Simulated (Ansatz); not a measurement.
CFGeN, SMILES `N#[C][Ge][F]` (lower singlet) (charge 0, multiplicity 1). This singlet lies 2.37 eV below the relaxed triplet at the level frozen-core CCSD(T)/cc-pVTZ // B3LYP-D3(BJ)/def2-TZVP (Ansatz, a first-principles code).

Level of theory: r2SCAN0/cc-pVTZ // B3LYP-D3(BJ)/def2-TZVP (Ansatz).

Ansatz 0.2 input:
```yaml
crystal:
  periodic: [false, false, false]
  atoms:
    - { symbol: N, position_ang: [-1.912793, -0.233675, -0.344079] }
    - { symbol: C, position_ang: [-0.842319, 0.047423, -0.010067] }
    - { symbol: Ge, position_ang: [0.899744, 0.797586, 0.663058] }
    - { symbol: F, position_ang: [1.855369, -0.611335, 0.230173] }
basis:
  gaussian: { orbitals: cc-pVTZ }
hamiltonian:
  xc: r2scan0
```

Output:

```
Functional definition: r2SCAN0
911 factors; their error is unknown
mean field evaluation 1: about -61754.7567 eV, gradient 5.4e1 eV
mean field evaluation 2: about -61738.3721 eV, gradient 1.0e2 eV
mean field evaluation 4: about -61760.1958 eV, gradient 1.0e1 eV
mean field evaluation 8: about -61760.4092 eV, gradient 1.6e-1 eV
mean field evaluation 16: about -61760.6176 eV, gradient 4.2e-5 eV
mean field -61760.61758623 eV, -2269.6608334439 hartree, gradient 4.2e-5 eV, S^2 0.000000; 0 other end points of the search recorded, 0 dependent functions left out
reference -61760.61759282 eV, -2269.6608336861 hartree; 27, 27 occupied and 106, 106 virtual orbitals, 911 factors
Total energy: -61760.61759282 eV, -2269.6608336861 hartree
```
